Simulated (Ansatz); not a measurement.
Geometry optimisation, UKS B3LYP-D4/def2-SVP (Ansatz 0.2.0).

The input (input.yaml):

```yaml
crystal:
  periodic: [false, false, false]
  atoms:
    - { symbol: C, position_ang: [-0.6214, 0.8675, -0.3286] }
    - { symbol: Si, position_ang: [0.06, -0.2988, 0.8447] }
    - { symbol: C, position_ang: [1.5108, -1.2026, 0.146] }
    - { symbol: "N", position_ang: [2.5457, -1.7463, -0.2689] }
    - { symbol: H, position_ang: [0.0771, 1.6313, -0.6979] }
    - { symbol: H, position_ang: [-1.49, 1.4862, 0.1208] }
    - { symbol: H, position_ang: [0.26104, 0.95983, 1.51479] }
    - { symbol: H, position_ang: [-0.9469, -1.2036, 1.3491] }
magnetization:
  spin_polarized: true
  initial_magnetization: 1
basis:
  gaussian: { orbitals: def2-SVP }
hamiltonian:
  xc: b3lyp
  dispersion: d4
relax:
  f_tol: 0.02
  max_steps: 50
```

Run as:

```bash
$ ansatz run input.yaml --threads 2 --pin off --max-ram 3072MiB --backend cpu --events-out ev --progress --plain --runs-dir out
```

Q: Where does it end, and by what steps?

A: It converged. After 6 steps the energy has fallen by 1.490 eV; H7 moved furthest, 0.87 Å.

```tsv
step	energy less start (eV)	largest force component (eV/Å)	accepted
0	0.0000	6.696	yes
1	-0.8839	0.950	yes
2	-1.1682	0.625	yes
3	-1.3562	0.445	yes
4	-1.4739	0.147	yes
5	-1.4891	0.055	yes
6	-1.4900	0.017	yes
```

```xyz
8
Properties=species:S:1:pos:R:3
C -0.604 1.054 -0.287
Si 0.067 -0.143 0.946
C 1.496 -1.054 0.163
N 2.385 -1.617 -0.327
H 0.012 1.476 -1.088
H -1.636 1.421 -0.245
H 0.617 0.514 2.167
H -0.942 -1.157 1.351
```

Whether the end is a true minimum wasn't checked by a vibrational analysis.

Run time: 16 s on 2 threads of Arm Neoverse V2, with other jobs on the host, peak memory 0.19 GiB.
